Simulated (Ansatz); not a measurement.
Gas-phase electronic energies from Ansatz, PBE0-D4/def2-TZVP geometries. CBS: MP2 limit from def2 TZ/QZ plus the TZ coupled-cluster correction, frozen cores. This one scheme is used for every species. DFT in def2-TZVPP. HSE06 is defined as in plane-wave codes. For Ga outer-core shells are correlated without core-valence functions, which leaves a few kJ/mol of doubt a bond. Scalar relativity is left out up to krypton.

Consider the ligand exchange at a Ga–C bond: `C#[C][Ga]([F])[F]` + H–F → `[F][Ga]([F])[F]` + `C#C`.

| level | ΔE (eV) |
| --- | --- |
| HSE06 | -0.27 |
| CCSD/def2-TZVPP | -0.29 |

Question: What does CCSD(T)/CBS give? (An estimate is asked.)

Answer: Ansatz gave: -0.22 eV. The listed levels differ from it by -0.05, -0.07 eV.

Question: What do rigid-rotor, harmonic-oscillator terms from PBE0-D4/def2-TZVP frequencies (298.15 K, 1 bar) make of the CCSD(T)/CBS value? (Best estimate.)

Answer: The calculation gave: ΔZPE = +0.02 eV, ΔH = -0.22 eV, ΔS = -13 J/(mol·K), ΔG = -0.18 eV.

Largest T1 diagnostic among the species: 0.015.

From BLYP to BHLYP (50 % exact exchange), in def2-TZVPP and without D4, ΔE moves by +0.04 eV. The D4 term adds +0.05 eV with B3LYP and +0.03 eV with PBE0; it sums over pairs of atoms, weighted by their polarisabilities, and B3LYP, whose exchange is more repulsive, gets the larger term.

B3LYP here is the variant with VWN-RPA as its local correlation; programs differ in this.
